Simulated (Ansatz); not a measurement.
Kohn–Sham single points on H$_{7}$SbSi$_{2}$, SMILES `[SiH3][SbH][SiH3]`.

```yaml
crystal:
  periodic: [false, false, false]
  atoms:
    - {symbol: Si, position_ang: [-1.279532, 1.037817, -0.782433]}
    - {symbol: Sb, position_ang: [1.274280, 0.947575, -0.512599]}
    - {symbol: Si, position_ang: [1.037084, -1.004822, 1.141132]}
    - {symbol: H, position_ang: [-1.879455, -0.310309, -0.960575]}
    - {symbol: H, position_ang: [-1.626686, 1.883060, -1.955239]}
    - {symbol: H, position_ang: [-1.851824, 1.662094, 0.440018]}
    - {symbol: H, position_ang: [1.413120, -0.134675, -1.828974]}
    - {symbol: H, position_ang: [0.088899, -2.043390, 0.660180]}
    - {symbol: H, position_ang: [2.367041, -1.629079, 1.369081]}
    - {symbol: H, position_ang: [0.540072, -0.459373, 2.432309]}
basis:
  gaussian: {orbitals: def2-TZVPP}
hamiltonian: {xc: {name: BHLYP}, dispersion: d4}
output: {orbitals: {seedname: orbitals}}
```

```sh
$ ansatz run in.yaml --threads 4 --pin off --events-out ev --progress --plain
```

Shortened log:

```
Functional definition: BHLYP
1503 factors; their error is unknown
mean field evaluation 1: about -22404.6960 eV, gradient 1.1e1 eV
mean field evaluation 2: about -22405.0891 eV, gradient 6.8e0 eV
mean field evaluation 4: about -22405.2228 eV, gradient 4.4e-1 eV
mean field evaluation 8: about -22405.6471 eV, gradient 1.3e-1 eV
mean field -22405.64713136 eV, -823.3923449845 hartree, gradient 3.4e-5 eV, S^2 0.000000; 0 other end points of the search recorded, 0 dependent functions left out
reference -22405.64733782 eV, -823.3923525716 hartree; 29, 29 occupied and 203, 203 virtual orbitals, 1503 factors
Total energy: -22406.03839189 eV, -823.4067235438 hartree
```

Run time 7.5 s (4 threads of a server CPU on a shared host); peak host memory 0.59 GiB.

Changing it to `hamiltonian: {xc: pbe, dispersion: d4}` and forces (abridged; 6.5 s):

```
Functional definition: PBE
mean field evaluation 16: about -22398.8163 eV, gradient 1.7e-4 eV
mean field -22398.81631743 eV, -823.1413172025 hartree, gradient 5.0e-5 eV, S^2 0.000000
Total energy: -22399.07809943 eV, -823.1509375137 hartree
Atom 0 force     0.014063    -0.035164    -0.004567 eV/Å
Atom 1 force     0.195200     0.302416     0.085934 eV/Å
Atom 2 force    -0.019274    -0.005697    -0.032337 eV/Å
Atom 3 force    -0.078755    -0.134336    -0.018502 eV/Å
Atom 4 force    -0.045017     0.090519    -0.119324 eV/Å
Atom 5 force    -0.061900     0.065130     0.121325 eV/Å
Atom 6 force     0.004592    -0.148378    -0.163025 eV/Å
Atom 7 force    -0.097714    -0.117397    -0.035381 eV/Å
Atom 8 force     0.136686    -0.068769     0.032327 eV/Å
Atom 9 force    -0.047881     0.051676     0.133550 eV/Å
Dipole moment:     0.027620     0.027364    -0.004153 e Å
```

Changing it to `hamiltonian: {xc: {name: r2SCANh}, dispersion: d4}` (abridged; 11 s):

```
Functional definition: r2SCANh
mean field evaluation 16: about -22408.1588 eV, gradient 3.6e-5 eV
mean field -22408.15884184 eV, -823.4846486419 hartree, gradient 3.6e-5 eV, S^2 0.000000
Total energy: -22408.22565190 eV, -823.4871038663 hartree
```

Changing it to `hamiltonian: {xc: {name: B2PLYP}}` (abridged; 13 s):

```
Functional definition: B2PLYP
mean field evaluation 16: about -22389.4907 eV, gradient 3.2e-5 eV
mean field -22389.49074813 eV, -822.7986088520 hartree, gradient 8.1e-6 eV, S^2 0.000000
14 core orbitals not correlated: weight in the atoms' cores, before any rotation towards them, 1.000 or more for the frozen orbitals, at most 0.000 for the correlated occupied ones
second order -20.35133713 eV of doubles, -0.00000000 eV of singles
Total energy: -22394.98580198 eV, -823.0005483561 hartree
```

The same input with `hamiltonian: {xc: {name: PBE-QIDH}}` (abridged; 14 s):

```
Functional definition: PBE-QIDH
mean field evaluation 16: about -22384.5240 eV, gradient 3.9e-5 eV
mean field -22384.52400747 eV, -822.6160844994 hartree, gradient 3.0e-6 eV, S^2 0.000000
14 core orbitals not correlated: weight in the atoms' cores, before any rotation towards them, 1.000 or more for the frozen orbitals, at most 0.000 for the correlated occupied ones
second order -18.98551332 eV of doubles, -0.00000000 eV of singles
Total energy: -22390.85252748 eV, -822.8486533199 hartree
```

Changing it to `hamiltonian: {xc: {name: B3LYP}, dispersion: d4}` and forces (abridged; 11 s):

```
Functional definition: B3LYP
mean field evaluation 16: about -22411.1821 eV, gradient 2.4e-5 eV
mean field -22411.18210977 eV, -823.5957516891 hartree, gradient 2.4e-5 eV, S^2 0.000000
Total energy: -22411.61001631 eV, -823.6114769646 hartree
Atom 0 force    -0.252888     0.038693    -0.043750 eV/Å
Atom 1 force     0.156502     0.145512    -0.034011 eV/Å
Atom 2 force     0.009132    -0.192475     0.173919 eV/Å
Atom 3 force     0.032217     0.089099     0.012844 eV/Å
Atom 4 force     0.007728    -0.052656     0.072335 eV/Å
Atom 5 force     0.025665    -0.040085    -0.075134 eV/Å
Atom 6 force     0.018523    -0.039714    -0.064413 eV/Å
Atom 7 force     0.060430     0.064018     0.037412 eV/Å
Atom 8 force    -0.084992     0.028485    -0.005242 eV/Å
Atom 9 force     0.027682    -0.040877    -0.073961 eV/Å
Dipole moment:     0.024233     0.029532     0.002285 e Å
```

B3LYP takes the VWN-RPA correlation (the form of Gaussian; ORCA's B3LYP/G).
